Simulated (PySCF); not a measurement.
Species: 2-ethylbenzenethiol, C₈H₁₀S.
Numbering: `[CH3:1][CH2:2][c:3]1[cH:4][cH:5][cH:6][cH:7][c:8]1[SH:9]` (hydrogens: H10, H11, H12 on C1; H13, H14 on C2; H15 on C4; H16 on C5; H17 on C6; H18 on C7; H19 on S9)

Cartesian coordinates in Å at the PBE0-D3(BJ)/def2-SVP level; atoms count from 1:
```
atom  x, y, z in Å
C1     2.4451    0.2060   -0.6401
C2     1.6060   -0.3591    0.5045
C3     0.1264   -0.2789    0.2413
C4    -0.5578   -1.3724   -0.2979
C5    -1.9179   -1.3195   -0.5906
C6    -2.6244   -0.1453   -0.3411
C7    -1.9695    0.9588    0.1950
C8    -0.6014    0.9018    0.4860
S9     0.2604    2.2900    1.1720
H10    2.2663   -0.3548   -1.5702
H11    3.5195    0.1499   -0.4080
H12    2.1948    1.2604   -0.8315
H13    1.8792   -1.4116    0.6801
H14    1.8432    0.1782    1.4392
H15    0.0019   -2.2930   -0.4868
H16   -2.4244   -2.1923   -1.0082
H17   -3.6928   -0.0837   -0.5607
H18   -2.5287    1.8772    0.3907
H19   -0.8166    3.0970    1.2559
```

Level: CAM-B3LYP/def2-SVPD in PySCF, non-relativistic, on one gas-phase PBE0-D3(BJ)/def2-SVP geometry that isn't relaxed in the solvent. The solvent is an IEF-PCM continuum (van der Waals radii × 1.2). Specific hydrogen bonds and non-electrostatic terms are outside this model.

Gas phase at CAM-B3LYP/def2-SVPD: HOMO -7.50 eV, LUMO 0.63 eV, dipole 0.73 D.

Q: What does the continuum do to the energy, the frontier levels and the dipole at CAM-B3LYP/def2-SVPD in chloroform and water?

A: 
| solvent | ε | E(solvent) − E(gas) (kcal/mol) | polarisation term (kcal/mol) | distortion of the solute (kcal/mol) | HOMO (eV) | LUMO (eV) | dipole (D) |
| --- | --- | --- | --- | --- | --- | --- | --- |
| chloroform | 4.711 | -2.88 | -3.19 | 0.31 | -7.51 | 0.67 | 0.93 |
| water | 78.36 | -4.30 | -5.04 | 0.74 | -7.54 | 0.65 | 1.04 |

Polarisation term: ½ Σ q·V over the induced surface charges. Distortion: the rise of the solute's own energy as its density leaves the gas-phase optimum. From chloroform to water the lowering changes by a factor 1.49, Onsager's factor (ε − 1)/(2ε + 1) by 1.38 and ε itself by 16.6.

Q: Give the dipole vector in the frame of the coordinates (D, pointing from negative to positive charge), gas and water.

A: Gas (-0.59, -0.30, -0.30), solvent (-0.90, -0.36, -0.37). Its length changes by +42 % and its direction by 6°.

Q: How does the static polarisability (CAM-B3LYP/def2-SVPD, frozen core, with the continuum's full static response) change?

A: 
```tsv
medium	isotropic (au)	principal values (au)	⟨r²⟩ of the electrons (bohr²)
gas	114.4	76.9, 125.3, 141.1	1448.2
chloroform	147.4	98.1, 160.6, 183.5	1446.9
water	165.3	113.3, 178.2, 204.5	1446.2
```

The isotropic value in water is 1.44 times the gas-phase one; no cavity-field correction is applied. ⟨r²⟩ is taken about the centre of nuclear charge.
